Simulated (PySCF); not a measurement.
# Antimony: a sound run and one with changed settings

Sound run: Sb [Kr] 4d10 5s2 5p3, Sb⁺ [Kr] 4d10 5s2 5p2. Calculation: PySCF 2.14, in def2-SVP with the def2 core potential (28 electrons); scalar relativity through the core potential. In the sound run the correlated levels freeze 4s2 4p6 4d10 outside the core potential. The sound run starts from symmetry-adapted Hartree-Fock orbitals and uses a fine grid where one is needed.

Changed run: a valence shell is frozen. This setting is unsound on purpose.

```
species   method  sound run (hartree)  changed run (hartree)  converged
     Sb      MP2           -239.31924             -239.28367        yes
     Sb  CCSD(T)           -239.33268             -239.28748        yes
    Sb⁺      MP2           -238.99295             -238.96101        yes
    Sb⁺  CCSD(T)           -239.00768             -238.96262        yes
```

Ionisation energy of Sb:

| method | sound run (eV) | changed run (eV) |
| --- | --- | --- |
| UHF | 8.595 | 8.595 |
| MP2 | 8.879 | 8.780 |
| SCS-MP2 | 8.780 | 8.657 |
| CCSD | 8.841 | 8.840 |
| CCSD(T) | 8.844 | 8.840 |

Freezing a valence shell removes pair correlation that changes on ionisation.

For comparison, NIST gives 8.608 eV between the lowest levels.
